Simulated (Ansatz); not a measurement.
Start from `N[Si]1(F)CO1` and change one atom or group to get `O[Si]1(F)CO1`.

Ansatz, PBE0-D4/def2-TZVP geometries, multiplicity 1. Each molecule was computed in one conformer, which needn't be the lowest.

```
                                          property  `N[Si]1(F)CO1`
                LUMO energy (PBE0/def2-TZVPP) / eV            0.39
               HOMO–LUMO gap (PBE/def2-TZVPP) / eV            5.50
    zero-point energy (PBE0-D4/def2-TZVP) / kJ/mol           158.3
              HOMO–LUMO gap (PBE0/def2-TZVPP) / eV            7.81
size of the dipole moment (ωB97M-V/def2-TZVPP) / D            2.94
             LUMO energy (ωB97M-V/def2-TZVPP) / eV            1.93
```

Problem. What does the change do to each property? (Best estimate.)

Solution. Ansatz gave: 
```
                                          property  `O[Si]1(F)CO1`  shift
                LUMO energy (PBE0/def2-TZVPP) / eV            0.02  -0.37
               HOMO–LUMO gap (PBE/def2-TZVPP) / eV            5.61   0.11
    zero-point energy (PBE0-D4/def2-TZVP) / kJ/mol           127.7  -30.6
              HOMO–LUMO gap (PBE0/def2-TZVPP) / eV            8.01   0.20
size of the dipole moment (ωB97M-V/def2-TZVPP) / D            2.40  -0.54
             LUMO energy (ωB97M-V/def2-TZVPP) / eV            1.68  -0.25
```

With PBE0 the HOMO falls by 0.57 eV and the LUMO falls by 0.37 eV, so the gap widens by about 0.20 eV. PBE moves the HOMO by -0.54 eV and ωB97M-V by -0.57 eV. The zero-point energy changes by -30.6 kJ/mol with -3 modes. Dipoles are sizes alone; their direction can turn.
